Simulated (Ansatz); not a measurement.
`[F][Zr]([F])([F])[SeH]` + `CBF` → `[CH3][Zr]([F])([F])[F]` + `FB[SeH]` at 600 K and 1 bar (redistribution).

Computed with Ansatz on PBE0-D4/def2-TZVP structures; ΔE is electronic, products minus reactants. CBS: MP2 limit from def2 TZ/QZ plus the TZ coupled-cluster correction, frozen cores. This one scheme is used for every species. def2 core potentials past Kr. For Se, Zr outer-core shells are correlated without core-valence functions, which leaves a few kJ/mol of doubt a bond. Scalar relativity is left out up to krypton. One conformer a species, not always the lowest.

```json
{"species": "`[F][Zr]([F])([F])[SeH]`", "CCSD(T)/CBS energy (Eh)": "-2747.96381", "H − E (kJ/mol)": "93.5", "S (J/(mol·K))": "469.6"}
{"species": "`CBF`", "CCSD(T)/CBS energy (Eh)": "-165.10297", "H − E (kJ/mol)": "171.6", "S (J/(mol·K))": "328.0"}
{"species": "`[CH3][Zr]([F])([F])[F]`", "CCSD(T)/CBS energy (Eh)": "-386.47392", "H − E (kJ/mol)": "166.5", "S (J/(mol·K))": "448.1"}
{"species": "`FB[SeH]`", "CCSD(T)/CBS energy (Eh)": "-2526.56401", "H − E (kJ/mol)": "96.0", "S (J/(mol·K))": "329.4"}
```

H − E and S are ideal-gas, rigid-rotor, harmonic terms from PBE0-D4/def2-TZVP, for one conformer and one mirror image of each species. 1 Eh = 2625.50 kJ/mol, R = 8.31446 J/(mol·K).

Q: By hand: ΔE, ΔH, ΔS and ΔG.

A: ΔE = (-386.47392) + (-2526.56401) − (-2747.96381) − (-165.10297) = 0.02885 Eh = 75.7 kJ/mol. Δ(H − E) = 166.5 + 96.0 − 93.5 − 171.6 = -2.6, so ΔH = 73.1 kJ/mol. ΔS = 448.1 + 329.4 − 469.6 − 328.0 = -20.1 J/(mol·K). ΔG = 73.1 − 600 × (-20.1)/1000 = 85.2 kJ/mol.

Q: By hand: the equilibrium constant, and the temperature at which ΔG would vanish if ΔH and ΔS stayed fixed.

A: log₁₀ K = −ΔG/(RT ln 10) = -7.4. ΔH and −TΔS have one sign here, so there is no such temperature.

ΔH outweighs TΔS. A doubt of 5 kJ/mol in ΔE shifts log₁₀ K by 0.4 here. Other conformers and mirror images would add mixing entropy, several J/(mol·K) or more a flexible species. Modes under 60 cm⁻¹, often nearly free rotors, make the harmonic entropy too high. These are equilibria of isolated gas molecules and say nothing of rates. Largest T1 diagnostic: 0.017 (customary marks: 0.02 for closed shells, 0.045 for open ones).
